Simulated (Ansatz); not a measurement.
Total energies of Cl2F2Ti, SMILES `[F][Ti]([F])([Cl])[Cl]`.

```xyz
5

F    -1.3625    0.6480   -0.9661
Ti   -0.0947   -0.0002    0.0224
F    -0.7830   -0.6519    1.4737
Cl    0.9348   -1.5738   -1.0605
Cl    1.3055    1.5778    0.5305
```

The species carries charge 0 and has multiplicity 1. Correlated methods include outer-core shells of Ti, which these sets cover unevenly. Scalar relativity is left out up to krypton. All single points use the PBE0-D4/def2-TZVP geometry. Basis def2-TZVPP, Ansatz.

RPA on PBE orbitals: Hartree–Fock energy of these orbitals -1966.54184 Eh, correlation -2.02457 Eh (frozen core).

```tsv
functional	energy without D4 (Eh)	D4 term (kJ/mol)
PBE	-1969.20247	-14.5
revPBE	-1969.64291	-34.7
BLYP	-1969.99905	-30.7
r2SCAN	-1969.81325	-3.3
PBE0	-1969.26660	-12.4
r2SCAN0	-1969.72827	-4.0
HSE06 (plane-wave form)	-1969.23549	-11.8
BHLYP	-1969.83936	-21.1
B2PLYP	-1969.44404	–
PBE-QIDH	-1968.96009	–
```

Q: Give the same for LDA (SPW92), B97M-V, B3LYP, r2SCANh, CAM-B3LYP, LC-ωPBE, ωB97X-V, ωB97M-V. (Best estimate.)

A: Ansatz gave: 
```tsv
functional	energy without D4 (Eh)	D4 term (kJ/mol)
LDA (SPW92)	-1963.72432	–
B97M-V	-1969.45012	–
B3LYP	-1970.01068	-23.8
r2SCANh	-1969.77795	-3.6
CAM-B3LYP	-1969.97576	-13.0
LC-ωPBE	-1969.41026	–
ωB97X-V	-1969.62557	–
ωB97M-V	-1969.80718	–
```

B3LYP takes the VWN-RPA correlation (the form of Gaussian; ORCA's B3LYP/G). HSE06 is the plane-wave form, built on full-range PBE exchange. The double hybrids freeze the cores in their second-order part.

LC-ωPBE has ω = 0.4 bohr⁻¹.
